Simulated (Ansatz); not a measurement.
```yaml
crystal:
  periodic: [true, true, true]
  atoms:
    - {symbol: C, position_ang: [-0.046591, 1.043422, -1.011027]}
    - {symbol: Al, position_ang: [0.021827, -0.287855, 0.280424]}
    - {symbol: O, position_ang: [0.986310, -1.575944, 0.022776]}
    - {symbol: O, position_ang: [-0.881889, -0.131238, 1.627733]}
    - {symbol: H, position_ang: [-0.431308, 0.669914, -1.913874]}
    - {symbol: H, position_ang: [-0.649273, 1.845621, -0.708249]}
    - {symbol: H, position_ang: [0.912865, 1.413465, -1.221863]}
    - {symbol: H, position_ang: [1.090213, -2.286971, 0.591267]}
    - {symbol: H, position_ang: [-0.917100, -0.734763, 2.316398]}
basis:
  gaussian: {orbitals: ANO-RCC-VTZP}
hamiltonian: {xc: {name: revPBE}, dispersion: d3bjatm}
scf: {lower_state_search: off}
output: {forces: true}
```

```sh
$ ansatz run in.yaml --threads 4 --pin off --events-out ev --progress --plain --max-ram 10444MiB
```

It prints (some lines left out):

```
Error: YAML parse error: error: line 2 column 3: crystal: missing field `lattice` (a structure is typed as `lattice` and `atoms`, a molecule's as `atoms` in Å alone, or read from a run's directory, `checkpoint`)
 --> <input>:2:3
1 | crystal:
2 |   periodic: [true, true, true]
3 |   atoms:
4 |     - {symbol: C, position_ang: [-0.046591, 1.043422, -1.011027]}
```

Problem. Something in this input is off. What?

Solution. The molecule is marked periodic without a cell. The program refused the input.
